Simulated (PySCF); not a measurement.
Excited states of Be²⁺ (beryllium, charge +2)

Ground state 1s2, ¹S. Computed with PySCF 2.14 in aug-cc-pVTZ-DK with one added diffuse shell each of s, p, d, f type (6s5p4d3f, 62 functions), with scalar relativity by spin-free X2C-1e. Vertical excitation energies in eV without spin-orbit coupling; excited terms of each kind are numbered among those the solver found. Frozen: nothing.

| term | leading excitation | EOM-EE-CCSD |
| --- | --- | --- |
| 1 3S | 1s → s | 118.31 |
| 1 1S | 1s → s | 121.26 |
| 1 3P° | 1s → p | 121.63 |
| 1 1P° | 1s → p | 123.28 |
| 2 3S | 1s → s | 138.63 |
| 2 1S | 1s → s | 139.36 |
| 2 3P° | 1s → p | 139.41 |
| 1 3D | 1s → d | 139.84 |
| 1 1D | 1s → d | 139.84 |
| 2 1P° | 1s → p | 139.95 |
| 2 3D | 1s → d | 145.81 |
| 2 1D | 1s → d | 145.81 |
| 1 3F° | 1s → f | 146.00 |
| 1 1F° | 1s → f | 146.00 |

Doubly excited terms such as np² are absent. The solver can miss terms. Rydberg members are limited by the diffuse functions of the basis.
